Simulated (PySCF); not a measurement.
Delta-SCF ions had no search for a lower state. Excitations are Tamm–Dancoff values on a coarser integration grid. The basis has no diffuse functions, so Rydberg states are missing or too high.

Cartesian coordinates (Å):
```xyz
4

Al    -0.1603     0.0085    -0.0009
Cl     1.9334    -0.1025     0.0115
H     -0.8126     1.4424    -0.0054
H     -0.9605    -1.3484    -0.0051
```
Charge 0, multiplicity 1.

Task: Give the vertical ionisation energy (Delta-SCF), S1 excitation (TDA), dipole moment, T1 excitation (TDA) and S1–T1 gap (TDA) at the level PySCF with PBE-D3(BJ)/def2-TZVP // PBE0-D3(BJ)/def2-TZVP.

Result: 
The vertical ionisation energy (Delta-SCF) is 10.52 eV, the S1 excitation (TDA) is 4.96 eV and the dipole moment is 0.234 e·Å. The T1 excitation (TDA) is 4.62 eV and the S1–T1 gap (TDA) is 0.34 eV.
